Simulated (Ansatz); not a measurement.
**Question.** Name a neutral molecule of Al, C, N, O and H with LUMO energy (ωB97M-V/def2-TZVPP) between -0.10 and 0.20 eV and ideal-gas entropy at 298 K and 1 bar (rigid rotor, harmonic PBE0-D4/def2-TZVP) between 355 and 371 J/(mol·K) (Ansatz, PBE0-D4/def2-TZVP geometry).

**Answer.** `C=[N][Al]1[O][C]1=C` (0.16 eV, 360 J/(mol·K)). Other molecules can fit too; these were computed, each in one conformer that needn't be the lowest.
